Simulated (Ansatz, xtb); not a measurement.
# CH5B2F: where a starting geometry ends

The starting geometry of this gas-phase singlet was built from a drawn formula by distance geometry and a force field; its bonds are those of `[CH2+][BH2-]BF`.

```csv
atom,x (Å),y (Å),z (Å)
C,-2.0392,0.7260,0.8682
B,-1.6442,0.5794,-0.6161
B,-0.1868,1.2785,-0.8955
F,0.9327,0.4894,-1.4361
H,-2.1871,1.6922,1.3644
H,-2.2280,-0.1744,1.4669
H,-2.4486,1.1520,-1.2855
H,-1.6418,-0.5424,-0.9522
H,-0.0169,2.4177,-0.6306
```

Predict what it relaxes into with r2SCAN-D4/def2-SVP.

It rearranges to `BCBF`. Contacts that open: B2–B3 (1.64 → 2.52 Å). Contacts that close: C1–B3 (2.62 → 1.56 Å).

The energy falls by 3.02 eV over 21 steps:

| step | E − E(last) (eV) |
| --- | --- |
| 1 | 3.016 |
| 3 | 1.900 |
| 5 | 1.182 |
| 8 | 0.647 |
| 10 | 0.514 |
| 12 | 0.319 |
| 14 | 0.176 |
| 17 | 0.013 |
| 19 | 0.001 |
| 21 | 0.000 |

Final geometry (Å):

```xyz
9

C    -1.4680    0.7467    0.3713
B    -2.2738    0.3023   -0.8806
B    -0.1546    1.4343   -0.1240
F     1.0136    0.8250    0.0516
H    -2.0291    1.5881    0.8257
H    -1.2596   -0.0533    1.0961
H    -2.7464    1.1326   -1.6225
H    -2.4118   -0.8668   -1.1542
H    -0.1304    2.5095   -0.6798
```

From the same start GFN2-xTB reaches the same bonding as this run.

No frequencies were run, so the end isn't proven a minimum. Run with Ansatz 0.2.0, 29 s on 2 threads of Arm Neoverse V1, with other jobs on the host.
